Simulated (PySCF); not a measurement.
# Sulfur: a sound run and one with changed settings

Sound run: S⁺ [Ne] 3s2 3p3, S²⁺ [Ne] 3s2 3p2. Computed with PySCF 2.14 in cc-pV(T+d)Z (5s4p3d1f, 39 functions), with no relativity, point nucleus. The sound run starts from symmetry-adapted Hartree-Fock orbitals and uses a fine grid where one is needed.

A second run was set up differently.

| species | method | sound run (hartree) | changed run (hartree) | converged |
| --- | --- | --- | --- | --- |
| S⁺ | UHF | -397.17001 | -397.17001 | yes |
| S⁺ | LDA | -396.34476 | -396.32689 | yes |
| S⁺ | r2SCAN | -397.70850 | -397.63752 | yes |
| S²⁺ | UHF | -396.33505 | -396.33505 | yes |
| S²⁺ | LDA | -395.48483 | -395.47311 | yes |
| S²⁺ | r2SCAN | -396.84408 | -396.79014 | yes |

Ionisation energy of S⁺:

| method | sound run (eV) | changed run (eV) |
| --- | --- | --- |
| UHF | 22.720 | 22.720 |
| LDA | 23.400 | 23.233 |
| r2SCAN | 23.522 | 23.058 |

Q: What was changed?
A. radial grid too coarse
B. level shift left on
C. a valence shell is frozen
D. minimal basis

A: A. It used radial step 0.8 in ln r (0.13 in the sound run). A coarse radial grid mis-integrates the density and the exchange-correlation energy, with errors of either sign; Hartree-Fock needs no grid.
